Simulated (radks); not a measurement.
All-electron atom: Kr0.25+ in [Ar] 3d10 4p6 4s(up 1, down 0.75) (fractional occupations, a model configuration). Calculated with a radial shooting solver on a logarithmic mesh with Libxc functionals: non-relativistic Kohn-Sham, LDA (Slater exchange, Perdew-Wang correlation), spin-polarised, spherical densities, point nucleus.

Normalised radial functions P(r) = r R(r), r in bohr:

r	4p down
0.003556	0.0018
0.005348	0.0040
0.007979	0.0085
0.0119	0.0176
0.01776	0.0352
0.0267	0.0676
0.03984	0.1184
0.05943	0.1829
0.08937	0.2296
0.1333	0.1861
0.1989	-0.0087
0.2967	-0.2805
0.4462	-0.3545
0.6657	-0.0207
0.993	0.5104
1.493	0.7887
2.228	0.6292
3.324	0.2981
4.958	0.0770

4p down: eigenvalue -11.919 eV, 2 radial nodes at r = 0.196, 0.677 bohr, <r> = 1.92 bohr, 90 % of the charge inside 2.95 bohr.
